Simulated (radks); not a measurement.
The mean radii <r> (bohr) of the occupied orbitals of an atom or ion are listed with their occupations. All-electron calculation, scalar-relativistic Kohn-Sham, BLYP, spin-polarised, spherical densities, finite nucleus; Fermi nuclear charge, rms radius of each element as measured or else 0.836 A^(1/3) + 0.57 fm. Program: a radial shooting solver on a logarithmic mesh with Libxc functionals.

orbital  occ.     <r>
1s up       1  0.1305
1s down     1  0.1306
2s up       1  0.6755
2p up       3  0.6496
2p down     3  0.6552
3s up       1   2.509
3s down     1   2.523
3d up       1   8.096

Name the element and its charge. Open shells, if any, are filled with parallel spins first.

Answer. Z = 12, magnesium, charge 0: Mg in [He] 2s1 2p6 3s2 3d1. The 1s radius gives Z: for a bare nucleus <r> = (2 gamma + 1)/(2Z) with gamma = sqrt(1 - (Z/c)^2), 0.1247 bohr for Z = 12, and screening makes it slightly larger (0.1305 here). The occupations add up to 12, and the charge is Z minus that.
